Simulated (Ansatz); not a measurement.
CH₅FN₂OW (`C[N]=[W]([NH2])(=[O])[F]`), 11 atoms. Charge 0, multiplicity 1. Correlated methods include outer-core shells of W, which these sets cover unevenly. W: def2 effective core potential. All runs use 4 threads of an Arm Neoverse V1 on a shared host. Correlated methods freeze the cores.

Question: How many basis functions does each run have, and how long does it take in Ansatz? RHF-CCSD(T)/def2-SVP energy; RKS LC-ωPBE/def2-TZVPP energy; RKS PBE0-D4/def2-TZVP frequencies; RKS PBE0-D4/def2-SVP energy; RKS ωB97M-V/def2-SVP energy; direct RPA on PBE orbitals/def2-TZVPP energy; RKS PBE0-D4/def2-TZVP relaxation (12 steps); RKS PBE0-D4/def2-QZVPP energy; RKS ωB97M-V/def2-QZVPP energy; RHF-MP2/def2-QZVPP energy; RHF-CCSD(T)/def2-TZVPP energy; RKS B97M-V/def2-TZVPP energy. (An estimate is asked.)

Answer: The calculation gave: Other jobs shared the machine, so times are rough.

| level | job | functions | wall time | peak host memory (GiB) |
| --- | --- | --- | --- | --- |
| RKS PBE0-D4/def2-SVP | energy | 127 | 1.6 s | 0.32 |
| RKS LC-ωPBE/def2-TZVPP | energy | 281 | 4 s | 0.55 |
| RKS ωB97M-V/def2-SVP | energy | 127 | 8 s | 0.45 |
| RKS PBE0-D4/def2-QZVPP | energy | 516 | 11 s | 1.9 |
| direct RPA on PBE orbitals/def2-TZVPP | energy | 281 | 11 s | 0.84 |
| RKS B97M-V/def2-TZVPP | energy | 281 | 16 s | 0.5 |
| RKS ωB97M-V/def2-QZVPP | energy | 516 | 26 s | 2.3 |
| RHF-CCSD(T)/def2-SVP | energy | 127 | 32 s | 1 |
| RHF-MP2/def2-QZVPP | energy | 516 | 32 s | 3.3 |
| RKS PBE0-D4/def2-TZVP | relaxation (12 steps) | 225 | 64 s | 0.64 |
| RKS PBE0-D4/def2-TZVP | frequencies | 225 | 3.7 min | 0.63 |
| RHF-CCSD(T)/def2-TZVPP | energy | 281 | 13 min | 9.5 |

LC-ωPBE has ω = 0.4 bohr⁻¹.
